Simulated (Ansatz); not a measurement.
Reactions of CH6ClGeNO, SMILES `[CH3][Ge]([NH2])([OH])[Cl]`.

Computed with Ansatz on PBE0-D4/def2-TZVP structures; ΔE is electronic, products minus reactants. CBS: MP2 limit from def2 TZ/QZ plus the TZ coupled-cluster correction, frozen cores. This one scheme is used for every species, atoms too. Functionals use def2-TZVPP. Open shells (•) are unrestricted, without spin–orbit coupling. Spin–orbit coupling would lower the free atoms: a little for C, Cl, O; clearly for Ge. For Ge outer-core shells are correlated without core-valence functions, so the limit isn't a true one: a few kJ/mol of doubt a bond, and 10 to 20 or more in all where bonds break to atoms. Scalar relativity is left out up to krypton. One conformer a species, not always the lowest.

| reaction | CCSD(T)/CBS(def2) (kcal/mol) |
| --- | --- |
| `[CH3][Ge]([NH2])([OH])[Cl]` → `[NH2][Ge][Cl]` + CH₃OH | 43.4 |
| `[CH3][Ge]([NH2])([OH])[Cl]` + H–F → `[CH3][Ge]([NH2])([OH])[F]` + HCl | 2.7 |
| `[CH3][Ge]([NH2])([OH])[Cl]` → `[CH3][Ge][Cl]` + `NO` | 97.9 |
| `[CH3][Ge]([NH2])([OH])[Cl]` → C• + Cl• + Ge• + 6 H• + N• + O• | ? |
| `[CH3][Ge]([NH2])([OH])[Cl]` → `CCl` + `[NH2][Ge][OH]` | 47.9 |

(1) Fill in the missing values. (Estimate.)

Largest T1 diagnostic: 0.014, for `[NH2][Ge][OH]`.

## Answers

(1) Computed: `[CH3][Ge]([NH2])([OH])[Cl]` → C• + Cl• + Ge• + 6 H• + N• + O•: +931.4 kcal/mol.
